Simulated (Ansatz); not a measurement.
ClH5O2Si2 (`O[SiH2][SiH](O)Cl`) at its PBE0-D4/def2-TZVP geometry, where that method's forces vanish. Charge 0, multiplicity 1.

```xyz
10

O     2.0567    0.5592   -0.5142
Si    0.4522    0.9111   -0.6808
Si   -0.7538   -0.8473    0.2772
O    -0.4874   -0.8406    1.8936
Cl   -2.7459   -0.4659   -0.1389
H     2.6947    1.1975   -0.8358
H     0.0625    1.0285   -2.1152
H     0.0879    2.1907   -0.0097
H    -0.4922   -2.1921   -0.2983
H    -0.8747   -1.5410    2.4221
```

**Question.** What forces (eV/Å) does r2SCAN-D4/def2-TZVPP give on these atoms in the Gaussian-basis code of Ansatz? (Best estimate.)

**Answer.** The calculation gave: 
```
O1   0.044 -0.029  0.017
Si2 -0.044  0.008 -0.016
Si3  0.035 -0.030 -0.055
O4   0.029  0.025  0.053
Cl5 -0.075  0.021 -0.021
H6   0.028  0.018 -0.008
H7  -0.008  0.007  0.017
H8  -0.011 -0.007 -0.010
H9   0.008  0.010 -0.001
H10 -0.007 -0.022  0.023
```
